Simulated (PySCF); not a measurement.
**GaCl₃: one-bond stretch**

These are results of r2SCAN/[Ga def2-TZVP, Cl def2-TZVP], no relativity, density fitting, PySCF, not measurements.

Rigid scan from the singlet minimum (Ga–Cl 2.111 Å (×3); Cl–Ga–Cl 120.0° (×3)). Coordinate: the bond from Ga to the last atom (Cl) scaled, the rest fixed. Energies in kJ/mol from the minimum.

```json
{"scale of one bond": "0.92", "E (kJ/mol)": "30.9", "dipole size (D)": "0.76"}
{"scale of one bond": "0.96", "E (kJ/mol)": "6.8", "dipole size (D)": "0.39"}
{"scale of one bond": "1.00", "E (kJ/mol)": "0.0", "dipole size (D)": "0.00"}
{"scale of one bond": "1.05", "E (kJ/mol)": "8.0", "dipole size (D)": "0.49"}
{"scale of one bond": "1.12", "E (kJ/mol)": "37.6", "dipole size (D)": "1.17"}
{"scale of one bond": "1.20", "E (kJ/mol)": "84.0", "dipole size (D)": "1.93"}
{"scale of one bond": "1.35", "E (kJ/mol)": "176.8", "dipole size (D)": "3.21"}
{"scale of one bond": "1.55", "E (kJ/mol)": "281.4", "dipole size (D)": "–"}
{"scale of one bond": "1.80", "E (kJ/mol)": "369.3", "dipole size (D)": "–"}
{"scale of one bond": "2.20", "E (kJ/mol)": "440.0", "dipole size (D)": "–"}
```

At long bonds a restricted determinant can lie too high, and another spin state can fall below this curve.

The scan took about 17 core-minutes on a shared host.
